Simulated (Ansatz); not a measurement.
Relaxation of C₂H₈BNO (13 atoms, charge 0, multiplicity 1), to a largest force component of 0.015 eV/Å in at most 40 steps.

Level of theory: RKS BLYP-D4/def2-SVP in Ansatz.

```xyz
13
Properties=species:S:1:pos:R:3
B -0.971 1.980 1.064
N -1.264 0.650 0.421
C -0.027 0.079 -0.050
O -0.181 -1.165 -0.635
C 0.958 -1.756 -1.091
H -0.320 2.150 1.997
H -1.530 2.980 0.611
H -1.605 0.053 1.169
H 0.473 0.779 -0.744
H 0.701 -0.045 0.856
H 0.723 -2.729 -1.520
H 1.466 -1.104 -1.826
H 1.599 -1.907 -0.237
```

Question: Where does it end, and by what steps?

Answer: The forces met the threshold. After 20 steps the energy has fallen by 1.988 eV; H6 moved furthest, 1.82 Å.

| step | energy less start (eV) | largest force component (eV/Å) | accepted |
| --- | --- | --- | --- |
| 0 | 0.0000 | 3.042 | yes |
| 1 | -0.2979 | 1.398 | yes |
| 2 | -0.3859 | 0.342 | yes |
| 3 | -0.5467 | 0.759 | yes |
| 4 | -0.7661 | 0.997 | yes |
| 5 | -1.0383 | 0.940 | yes |
| 6 | -1.3126 | 0.898 | yes |
| 7 | -1.5668 | 0.752 | yes |
| 8 | -1.7338 | 0.712 | yes |
| 9 | -1.8515 | 0.635 | yes |
| 10 | -1.9271 | 0.321 | yes |
| 11 | -1.9632 | 0.101 | yes |
| 12 | -1.9427 | 0.427 | no |
| 13 | -1.9758 | 0.125 | yes |
| 14 | -1.9817 | 0.102 | yes |
| 15 | -1.9510 | 0.463 | no |
| 16 | -1.9859 | 0.054 | yes |
| 17 | -1.9861 | 0.150 | yes |
| 18 | -1.9856 | 0.127 | no |
| 19 | -1.9880 | 0.015 | yes |
| 20 | -1.9881 | 0.010 | yes |

```xyz
13
Properties=species:S:1:pos:R:3
B -1.271 1.934 0.925
N -0.627 0.701 1.085
C 0.367 0.119 0.213
O -0.191 -1.017 -0.435
C 0.750 -1.712 -1.236
H -2.112 2.263 1.733
H -0.956 2.642 -0.010
H -0.901 0.075 1.849
H 0.687 0.893 -0.524
H 1.272 -0.192 0.797
H 0.232 -2.585 -1.676
H 1.148 -1.079 -2.066
H 1.623 -2.078 -0.640
```

Run time: 49 s on 2 threads of Arm Neoverse V1, with other jobs on the host, peak memory 0.15 GiB.
